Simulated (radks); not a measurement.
Results of a calculation; reference values are marked as such.
Neutral hafnium, configuration [Xe] 4f14 5d2 6s2 (the NIST ground configuration). Code: a radial shooting solver on a logarithmic mesh with Libxc functionals. Model: non-relativistic Kohn-Sham, SOGGA, spin-unpolarised, spherical densities, point nucleus; relativity is left out, which matters for an element this heavy.

Unscreened Slater integrals over Kohn-Sham orbitals (cm^-1).

F0(5d,5d): 86038
F2(5d,5d): 42178
F4(5d,5d): 27043
F0(5d,6s): 61501
G2(5d,6s): 16901
F0(5d,4f): 115920
F2(5d,4f): 23378
F4(5d,4f): 10608
G1(5d,4f): 9292.6
G3(5d,4f): 7726.7
G5(5d,4f): 5924.9
F0(5d,5p): 104810
F2(5d,5p): 47632
G1(5d,5p): 55476
G3(5d,5p): 33728
F0(6s,6s): 52558
F0(6s,4f): 69412
G3(6s,4f): 1598.1
F0(6s,5p): 66391
G1(6s,5p): 3947.0
F0(4f,4f): 312550
F2(4f,4f): 149270
F4(4f,4f): 93809
F6(4f,4f): 67534
F0(4f,5p): 175090
F2(4f,5p): 53691
G2(4f,5p): 23769
G4(4f,5p): 19005
F0(5p,5p): 142210
F2(5p,5p): 76460

Derived for the open shells (J is the average intra-shell exchange parameter used in DFT+U). 5d: Racah B = F2/49 - 5 F4/441 = 554.2 cm^-1, C = 35 F4/441 = 2146 cm^-1, C/B = 3.87, F4/F2 = 0.641, J = (F2 + F4)/14 = 4944 cm^-1.
